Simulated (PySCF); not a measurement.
Rows and methods have been separated. Pair them.

Species: C4H3AlN2.
Bonds: C1–N2 (triple), N2–Al3, Al3–C4, C4–C5 (triple), C5–C6, C6–N7 (triple). Hydrogens: H8 on C1; H9, H10 on Al3.

The closed-shell ground state was solved 4 times with PySCF (density fitting, gas phase), always with PBE0, in these basis sets: STO-3G, aug-cc-pVDZ, def2-SVP and pcSseg-0. Geometry: PBE0-D3(BJ)/def2-SVP; no solvent, vibrations or thermal averaging.

```tsv
row	total energy (Eh)	HOMO (eV)	LUMO (eV)	dipole (D)
P	-505.6576	-7.77	-2.18	8.95
Q	-504.7766	-7.89	-2.14	9.23
R	-505.3576	-7.70	-2.03	8.89
S	-499.3981	-5.14	0.77	8.63
```

Task: Which basis belongs to which row?

Result: P = aug-cc-pVDZ, Q = pcSseg-0, R = def2-SVP, S = STO-3G. From the lowest total energy up: aug-cc-pVDZ (192 functions) 0 eV; def2-SVP (117 functions) +8.16 eV; pcSseg-0 (73 functions) +23.97 eV; STO-3G (42 functions) +170.33 eV.
